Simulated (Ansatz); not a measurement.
Cost and result for the atomization energy of C2H7In (`C[CH2][InH2]`) (10 atoms, 9 bonds).

```xyz
10

C     1.268   -0.242   -0.487
C    -0.087    0.450   -0.535
In   -1.465   -0.089    1.046
H     1.916    0.075   -1.311
H     1.172   -1.329   -0.553
H     1.801   -0.028    0.443
H    -0.599    0.247   -1.482
H     0.026    1.539   -0.496
H    -3.046    0.615    1.124
H    -0.986   -1.239    2.252
```

Total charge 0; spin multiplicity 1. Correlated methods include outer-core shells of In, which these sets cover unevenly. In: def2 effective core potential. The structure was optimised at the PBE0-D4/def2-TZVP level. Program: Ansatz. All runs use 4 threads of a server CPU on a shared host. Times are those of one run each, without the atoms' runs, and a repeat can differ threefold. Electronic energies, without spin–orbit coupling; frozen cores. CCSD(T)/CBS adds CCSD(T) − MP2 in def2-TZVPP to the MP2 limit, and its time is that of the two runs behind it. T1 = 0.012. With those shells the extrapolation isn't a true limit.

CCSD(T)/CBS is a level of theory with its own doubt, some kJ/mol a heavy atom from the limit and from the frozen cores, so smaller differences don't rank the functionals.

```tsv
level	functions	wall time	atomization (kJ/mol)	difference from CCSD(T)/CBS	per bond
LDA (SPW92)/def2-TZVPP	210	1.1 s	3604.9	393.3	43.7
BHLYP-D4/def2-TZVPP	210	2 s	3143.4	-68.2	-7.6
PBE0-D4/def2-TZVPP	210	2.2 s	3201.0	-10.6	-1.2
CCSD(T)/def2-SVP	89	3.4 s	3065.5	-146.1	-16.2
r2SCAN-D4/def2-TZVPP (with forces)	210	3.6 s	3205.1	-6.5	-0.7
r2SCANh-D4/def2-TZVPP	210	3.6 s	3196.3	-15.3	-1.7
PBE-QIDH/def2-TZVPP	210	4.3 s	3188.6	-23.0	-2.6
ωB97X-V/def2-TZVPP	210	6 s	3218.6	7.0	0.8
B97M-V/def2-TZVPP	210	7 s	3220.6	9.0	1.0
ωB97M-V/def2-TZVPP (with forces)	210	9 s	3214.8	3.2	0.3
MP2/def2-QZVPP	406	14 s	3172.7	-38.9	-4.3
CCSD(T)/def2-TZVPP	210	64 s	3149.7	-61.9	-6.9
CCSD(T)/CBS(def2)	–	78 s	3211.6	0.0	0.0
```

From PBE to PBE0 (25 % exact exchange), in def2-TZVPP and without D4, the atomization energy moves by −17.4 kJ/mol: exact exchange takes away binding that semilocal exchange gives to molecules. At CCSD(T), def2-SVP lies −146.2 kJ/mol from the extrapolated value and def2-TZVPP −62.0 kJ/mol: correlation converges slowly with the basis, and small sets miss more of it in the bonded molecule than in its fragments. In def2-TZVPP, CCSD(T) changes the Hartree–Fock value by +742.7 kJ/mol (the triples alone add +33.2 kJ/mol) and MP2 by +729.0 kJ/mol; breaking electron pairs costs correlation energy, which Hartree–Fock lacks.

Spin–orbit coupling would lower the free In atoms strongly, and the atomization energy with them, by more than many differences here.
